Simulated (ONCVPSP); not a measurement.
## Te (Z = 52): one change to an ONCV potential, before and after

- Element: tellurium (Te)
- Generator: ONCVPSP 4.0.1
- Type: optimised norm-conserving Vanderbilt (ONCV)
- Functional: PBEsol
- Relativity: scalar-relativistic
- Frozen core: [Kr] 4d10
- Valence charge: 6
- Reference configuration: 5s2 5p2.5 (charge +1.5)
- Partial waves: 5s: rc 1.55 bohr, ncon 4, nbas 9, qcut 4.2 1/bohr, 1 projector; 5p: rc 1.85 bohr, ncon 3, nbas 7, qcut 3.8 1/bohr, 3 projectors, debl 2.1 Ha
- Local potential: polynomial inside 1.50 bohr (lpopt 3, dvloc0 4 Ha)
- Core correction: Teter function, fcfact 4.25, rcfact 1.35

All-electron outer shells of the reference configuration (PBEsol, scalar-relativistic, ld1.x):

```tsv
shell	level (eV)	outermost node (bohr)	outermost maximum (bohr)
4p	-128.34	0.38	0.74
4d	-55.64	0.36	0.81
5s	-28.05	0.91	1.77
5p	-17.94	1.00	2.06
```

Change: s: nproj 3.

Cutoffs: the cutoffs (Ha) at which the residual kinetic energy of the hardest occupied pseudo-wave falls to 1 and 0.1 mHa per electron; they do not see the model core or the augmentation charge, which bear on the density cutoff. Errors are all-electron minus pseudo energies relative to the spin-unpolarised reference configuration.

**Question.** What does the change do?

**Answer.** The potential gets neither clearly harder nor softer (22 Ha and 95 Ha → 22 Ha and 95 Ha); the bound ghosts move from p to p, s; the lowest positive-energy flag moves from s at 28.2 eV to none; the range in which the s phases agree widens (upper end -0.1 → at the end of the scan).

| quantity | base | changed |
| --- | --- | --- |
| cutoff, loose | 22 Ha | 22 Ha |
| cutoff, tight | 95 Ha | 95 Ha |
| bound ghosts | p | s, p |
| GHOST(+) flags under 300 eV | s at 28.2 eV | none |
| tests with a reliable result | 3 of 4 | 3 of 4 |
| error for 5s2 5p3, meV [ΔE -7.90 eV] | -0.8 | -1.1 |
| error for 5s2 5p2, meV [ΔE 10.06 eV] | -6.8 | -7.4 |
| s: phases at 1.57 bohr within 0.05 rad from the reference energy up to (Ha; the scan ends near 5) | -0.1 | to the end of the scan |
| p: phases at 1.87 bohr within 0.05 rad from the reference energy up to (Ha; the scan ends near 5) | to the end of the scan | to the end of the scan |
| rms error of d²Exc/dni dnj with the model core, mHa | 0.55 | 0.55 |

 A true bound ghost makes a file unfit for plane-wave use even where its test errors are small: the radial tests pick states by their node count and pass the ghost by.
